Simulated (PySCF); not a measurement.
Energy of V²⁺ (vanadium, charge +2) between two integer charges

The 3d alpha orbital of [Ar] 3d3 is emptied in steps (occupation f), with all orbitals relaxed, ending at [Ar] 3d2. Calculation: PySCF 2.14, in aug-cc-pVTZ; the non-relativistic Hamiltonian (point nucleus). The exact energy is a straight line in f; departures are measured from the line between the end points of the same method.

```csv
f,PBE0 (eV),r2SCAN (eV),LC-wPBE (eV)
1,0.000,0.000,0.000
0.9,-0.474,-0.637,-0.225
0.7,-1.114,-1.495,-0.533
0.5,-1.335,-1.788,-0.645
0.3,-1.128,-1.506,-0.549
0.1,-0.486,-0.647,-0.239
0,0.000,0.000,0.000
```

```json
{"method": "PBE0", "E(f=0) − E(f=1) (eV)": "30.073", "−ε at f=1 (eV)": "24.821", "−ε at f=0.5 (eV)": "30.033"}
{"method": "r2SCAN", "E(f=0) − E(f=1) (eV)": "30.173", "−ε at f=1 (eV)": "23.117", "−ε at f=0.5 (eV)": "30.139"}
{"method": "LC-wPBE", "E(f=0) − E(f=1) (eV)": "30.127", "−ε at f=1 (eV)": "27.650", "−ε at f=0.5 (eV)": "30.080"}
```

Orbital energy along the path (eV):

```csv
f,PBE0,r2SCAN,LC-wPBE
1,-24.821,-23.117,-27.650
0.9,-25.839,-24.490,-28.109
0.7,-27.914,-27.288,-29.069
0.5,-30.033,-30.139,-30.080
0.3,-32.191,-33.023,-31.137
0.1,-34.379,-35.920,-32.233
0,-35.481,-37.359,-32.794
```

Reference removal energy between the ground levels: 29.311 eV (measured; NIST Atomic Spectra Database, ionization energies). The calculation has no spin-orbit coupling. The determinant left behind need not be the lowest term of the ion.
